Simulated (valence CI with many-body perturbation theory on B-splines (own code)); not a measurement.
**Level structure of Hf⁺**

Computed by valence CI with perturbative core correlation (CI+MBPT): three valence electrons over a frozen Dirac-Fock core [Xe] 4f14, radial functions for each j: 7 s, 7 p, 8 d, 6 f, 4 g, 1 h, with the one-electron correlation potential Σ1, the two-electron term Σ2, the three-electron term Σ3, Breit, model QED; selected CI, second order for the rest, scaled by the run's own slope (own B-spline code, finite nucleus).

Set against measurement, 15 paired levels are off by 694 cm⁻¹ on average, the worst by 1298. These come from a selection out of the NIST Handbook of Basic Atomic Spectroscopic Data. Levels without a partner in it may be off by more, other configurations by 1,000 to 4,000 cm⁻¹. 3 measured levels below the end of the list, from 34942 cm⁻¹ on, found no clear computed partner.

Levels 181 to 225 of 234, with energies above the lowest level, 5d6s² ²D_3/2. "Leading %" is the weight of the configuration and term that name the level; weights of strongly mixed levels are sums over their largest components and can fall short. In the jj column 3d3/2^4 stands for four electrons in 3d with j = 3/2. Lifetimes count E1, E2, E3, M1 and M2 decay at the calculated energies, and are blank where another channel may lead or the interval is too uncertain; long ones can be off by a factor of two.

| No. | Configuration | Term | J | E (cm⁻¹) | Leading % | Leading jj | Lifetime | Second component |
| --- | --- | --- | --- | --- | --- | --- | --- | --- |
| 181 | 5d6s7p | ⁴F° | 3/2 | 80519 | 72 | 5d3/2 6s 7p1/2 (83 %) | 19.1 ns | 12 % 5d6s7p ²D° |
| 182 | 6s6p² | ²D | 5/2 | 80583 | 13 | 5d5/2 6p1/2 6p3/2 (18 %) | 2.83 ns | 10 % 5d6p² ²D |
| 183 | 5d6p² | ⁴D | 3/2 | 80652 | 29 | 5d5/2 6p1/2 6p3/2 (18 %) | 1.58 ns | 13 % 6s6p² ²D |
| 184 | 5d6s7p | ⁴D° | 1/2 | 80824 | 80 | 5d3/2 6s 7p1/2 (73 %) | 13.2 ns | 10 % 5d6s7p ²P° |
| 185 | 5d6s6d | ⁴S | 3/2 | 80893 | 38 | 5d5/2 6s 6d5/2 (40 %) | 1.90 ns | 12 % 5d6s6d ²P |
| 186 | 5d6s7p | ⁴F° | 5/2 | 80941 | 36 | 5d3/2 6s 7p1/2 (57 %) | 15.8 ns | 14 % 5d²7p ⁴F° |
| 187 | 5d6s6d | ⁴G | 9/2 | 80990 | 25 | 5d5/2^2 6d3/2 (23 %) | 1.84 ns | 15 % 5d²6d ⁴G |
| 188 | 5d²6d | ⁴F | 5/2 | 81044 | 28 | 5d3/2 5d5/2 6d3/2 (37 %) | 1.59 ns | 18 % 5d²7s ⁴P |
| 189 | 5d²6d | ⁴H | 13/2 | 81054 | 94 | 5d5/2^2 6d5/2 (64 %) | 2.22 ns |  |
| 190 | 5d6s7p | ⁴D° | 3/2 | 81119 | 50 | 5d3/2 6s 7p1/2 (61 %) | 12.4 ns | 8 % 5d6s7p ²D° |
| 191 | 5d²6d | ²G | 7/2 | 81218 | 38 | 5d5/2 6s 6d3/2 (20 %) | 2.24 ns | 13 % 5d6s6d ²G |
| 192 | 5d²7s | ²P | 1/2 | 81218 | 22 | 5d3/2 6s 6d3/2 (31 %) | 1.90 ns | 14 % 5d6s6d ⁴P |
| 193 | 5d²7p | ⁴F° | 5/2 | 81389 | 23 | 5d3/2 5d5/2 7p1/2 (76 %) | 21.0 ns | 19 % 5d²7p ²D° |
| 194 | 5d²7p | ⁴G° | 7/2 | 81425 | 27 | 5d3/2 5d5/2 7p1/2 (82 %) | 15.6 ns | 23 % 5d²7p ²G° |
| 195 | 5d²6d | ⁴D | 7/2 | 81463 | 26 | 5d5/2^2 6d5/2 (31 %) | 1.90 ns | 13 % 5d²6d ²F |
| 196 | 5d²7s | ⁴P | 5/2 | 81499 | 33 | 5d3/2 5d5/2 7s (20 %) | 1.96 ns | 14 % 5d²6d ⁴F |
| 197 | 5d²7s | ²G | 9/2 | 81509 | 22 | 5d5/2 6s 6d3/2 (27 %) | 2.12 ns | 18 % 5d6s6d ²G |
| 198 | 5d6p² | ⁴D | 3/2 | 81665 | 22 | 5d3/2 5d5/2 6d5/2 (19 %) | 1.50 ns | 18 % 5d²6d ²D |
| 199 | 5d²6d | ²P | 3/2 | 81811 | 20 | 5d5/2 6s 6d3/2 (17 %) | 1.78 ns | 11 % 5d²7s ²P |
| 200 | 5d6s6d | ⁴G | 11/2 | 81825 | 69 | 5d5/2 6s 6d5/2 (69 %) | 1.63 ns | 11 % 5d²6d ⁴G |
| 201 | 5d6s6d | ⁴F | 7/2 | 81914 | 56 | 5d5/2 6s 6d3/2 (52 %) | 1.53 ns | 16 % 5d6s6d ⁴D |
| 202 | 5d6s6d | ⁴F | 5/2 | 82010 | 11 | 5d5/2 6s 6d3/2 (30 %) | 2.22 ns | 11 % 5d6s6d ²D |
| 203 | 5d6p² | ⁴D | 5/2 | 82034 | 21 | 5d5/2 6s 6d3/2 (18 %) | 1.56 ns | 12 % 5d²6d ²F |
| 204 | 5d6s7p | ⁴D° | 5/2 | 82082 | 40 | 5d3/2 6s 7p3/2 (76 %) | 11.1 ns | 21 % 5d6s7p ⁴F° |
| 205 | 5d6s7p | ⁴D° | 3/2 | 82096 | 23 | 5d3/2 6s 7p3/2 (69 %) | 11.8 ns | 20 % 5d6s7p ⁴P° |
| 206 | 5d6s6d | ²P | 1/2 | 82158 | 23 | 5d5/2 6s 6d5/2 (23 %) | 1.61 ns | 22 % 5d²7s ²P |
| 207 | 5d²6d | ²G | 9/2 | 82213 | 49 | 5d3/2 5d5/2 6d5/2 (31 %) | 2.69 ns | 10 % 5d²6d ⁴F |
| 208 | 5d6s7p | ⁴F° | 7/2 | 82517 | 34 | 5d3/2 6s 7p3/2 (54 %) | 13.8 ns | 17 % 5d6s7p ²F° |
| 209 | 5d²7p | ⁴D° | 5/2 | 82560 | 25 | 5d3/2 5d5/2 7p3/2 (50 %) | 13.1 ns | 15 % 5d6s7p ²F° |
| 210 | 5d²7p | ⁴G° | 9/2 | 82623 | 83 | 5d3/2 5d5/2 7p3/2 (88 %) | 20.2 ns | 8 % 5d²7p ²G° |
| 211 | 5d6s6d | ²D | 3/2 | 82644 | 14 | 5d3/2 5d5/2 6d5/2 (14 %) | 1.36 ns | 10 % 5d²6d ²P |
| 212 | 5d6s6d | ⁴P | 1/2 | 82659 | 42 | 5d5/2 6s 6d3/2 (30 %) | 1.11 ns | 9 % 5d6s6d ²S |
| 213 | 5d6s7p | ⁴P° | 1/2 | 82670 | 83 | 5d3/2 6s 7p3/2 (86 %) | 12.0 ns | 5 % 5d6s7p ²P° |
| 214 | 5d²7p | ⁴D° | 3/2 | 82761 | 45 | 5d3/2 5d5/2 7p3/2 (50 %) | 9.81 ns | 15 % 5d6s7p ⁴P° |
| 215 | 5d6s6d | ⁴F | 9/2 | 82762 | 72 | 5d5/2 6s 6d5/2 (56 %) | 1.78 ns | 6 % 5d²6d ²G |
| 216 | 5d²6d | ²H | 11/2 | 82815 | 71 | 5d5/2^2 6d5/2 (44 %) | 2.59 ns | 13 % 5d²6d ⁴G |
| 217 | 5d²6d | ⁴F | 7/2 | 82817 | 31 | 5d5/2^2 6d3/2 (21 %) | 1.42 ns | 11 % 5d²6d ⁴D |
| 218 | 5d²7p | ²G° | 7/2 | 82988 | 39 | 5d3/2 5d5/2 7p3/2 (77 %) | 12.4 ns | 39 % 5d²7p ⁴F° |
| 219 | 5d²6d | ²D | 5/2 | 83147 | 24 | 5d3/2 5d5/2 6d5/2 (26 %) | 1.77 ns | 11 % 5d6s6d ²D |
| 220 | 5d6s7p | ²P° | 1/2 | 83280 | 48 | 5d3/2 6s 7p3/2 (43 %) | 7.17 ns | 20 % 5d²7p ²P° |
| 221 | 5d²7s | ²P | 3/2 | 83443 | 25 | 5d3/2 5d5/2 7s (21 %) | 3.40 ns | 14 % 5d6s6d ²P |
| 222 | 5d6p² | ⁴D | 7/2 | 83461 | 23 | 5d5/2 6p1/2 6p3/2 (27 %) | 1.40 ns | 11 % 5d²7s ²G |
| 223 | 5d6s6d | ²S | 1/2 | 83507 | 24 | 5d5/2 6s 6d5/2 (31 %) | 1.79 ns | 13 % 5d6p² ⁴P |
| 224 | 5d²7p | ²D° | 3/2 | 83640 | 16 | 5d5/2 6s 7p1/2 (44 %) | 19.1 ns | 15 % 5d6s7p ⁴P° |
| 225 | 5d²7p | ²F° | 5/2 | 83664 | 38 | 5d3/2 5d5/2 7p3/2 (36 %) | 9.65 ns | 16 % 5d6s7p ⁴F° |

Names give the largest LS component (configuration and term), which can be under half, so a name can repeat, a term be missing and a line seem to break the LS rules; names also repeat where a configuration has a term twice.

Where two levels of one J and parity lie close, their mixing, g and order are uncertain.
